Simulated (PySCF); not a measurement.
Spectrum to structure. Computed with TDDFT PBE0/def2-SVPD, vertical, gas phase, core orbitals frozen in the response (PySCF). Geometries: GFN2-xTB, one conformer each.

| state | ν̃ (cm⁻¹) | f | main configurations (H = HOMO, L = LUMO) |
| --- | --- | --- | --- |
| S1 | 34770 | 0.0039 | H→L (96%) |
| S2 | 39140 | 0.0010 | H-1→L (88%) |
| S3 | 40000 | 0.0064 | H→L+1 (54%), H→L+2 (33%) |
| S4 | 46740 | 0.030 | H-2→L (38%), H→L+2 (29%), H→L+1 (18%) |
| S5 | 47340 | 0.126 | H-2→L (37%), H→L+2 (30%), H→L+1 (20%) |
| S6 | 48280 | 0.0041 | H-4→L (89%) |
| S7 | 49250 | 0.0050 | H-3→L (92%) |
| S8 | 51590 | 0.185 | H-1→L+1 (62%), H-2→L+1 (18%), H-2→L (9%) |

Triplets computed (Tamm–Dancoff): 3.63, 4.10, 4.29 eV.

Problem. Which structure fits?
A. `C=C1C[C@@]1(C#N)CF`
B. `C(/[C@]1(F)C(C#N)=C[SiH2]1)=N/[H]`
C. `C#C[C@@H]1C=NC[C@H]1F`
D. `FC(F)(F)C(F)([SiH3])[SiH3]`

Solution. B. Its S1, at 4.31 eV, is the lowest among the candidates; the nearest of the others has S1 at 5.28 eV. S1 is HOMO→LUMO (96%). Löwdin shares by element: HOMO nitrogen 52% or more, carbon 25% or more, hydrogen 7% or more (atoms not listed hold the other 17%); LUMO carbon 67% or more, nitrogen 15% or more (atoms not listed hold the other 18%). At the same level the other candidates give, for their lowest levels:
- `C=C1C[C@@]1(C#N)CF`: 6.44 eV (f 0.005); 6.92 eV (f 0.024); 7.36 eV (f 0.340); 7.44 eV (f 0.023); 7.56 eV (f 0.035); T1 4.42 eV; HOMO -8.52, LUMO -0.86 eV
- `C#C[C@@H]1C=NC[C@H]1F`: 5.28 eV (f 0.003); 6.37 eV (f 0.001); 6.64 eV (f 0.002); 6.72 eV (f 0.029); 7.11 eV (f 0.005); T1 4.43 eV; HOMO -7.58, LUMO -0.50 eV
- `FC(F)(F)C(F)([SiH3])[SiH3]`: 7.27 eV (f 0.052); 7.80 eV (f 0.048); 7.99 eV (f 0.087); 8.15 eV (f 0.005); 8.46 eV (f 0.046); T1 6.65 eV; HOMO -8.95, LUMO -0.22 eV

Shape of the structure used: `[H]/[N:9]=[CH:8]\[C@:6]1([F:7])[C:3]([C:2]#[N:1])=[CH:4][SiH2:5]1`: Si5–C6–C8–N9 -54°.
